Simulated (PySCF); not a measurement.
Which level of theory gave which numbers?

Species: [VO3(OH)]2- (charge -2 and singlet state).
Structure used (PBE0-D3(BJ)/def2-SVP), in Å, numbered top down from 1:
```
atom  x, y, z in Å
V1     0.1711    0.3020    0.3000
O2     0.1292    0.2886    1.9500
O3     1.7178    0.2628   -0.2841
O4    -0.6565    1.5844   -0.3394
O5    -0.7159   -1.3053   -0.3400
H6    -0.6456   -1.1325   -1.2865
```

The closed-shell ground state was solved 3 times with PySCF (density fitting, gas phase), always in the pcSseg-1 (pcSseg-2 on V) basis (146 functions), with these functionals: B3LYP, PBE and PBE0. Whether so highly charged an anion holds all its electrons in the gas phase wasn't checked; a finite basis holds them in any case. The ion is multiply charged and computed without counter-ions or solvent. The geometry's basis has no diffuse functions, a weakness for an anion. Where the HOMO energy is positive, the finite basis confines the outermost electrons. No diffuse functions stand in pcSseg-1 (pcSseg-2 on V), which bears on an anion's orbital energies.

```csv
row,total energy (Eh),HOMO (eV),LUMO (eV)
P,-1245.6156,4.43,9.52
Q,-1245.1118,5.78,9.13
R,-1245.0482,4.13,9.82
```

**Question.** Which functional belongs to which row?

**Answer.** P = B3LYP, Q = PBE, R = PBE0. By rising HOMO–LUMO gap: PBE (GGA) 3.35 eV; B3LYP (global hybrid, 20 % exact exchange) 5.09 eV; PBE0 (global hybrid, 25 % exact exchange) 5.69 eV. Total energies of different functionals aren't bounds to one another; each is stationary for its own functional.
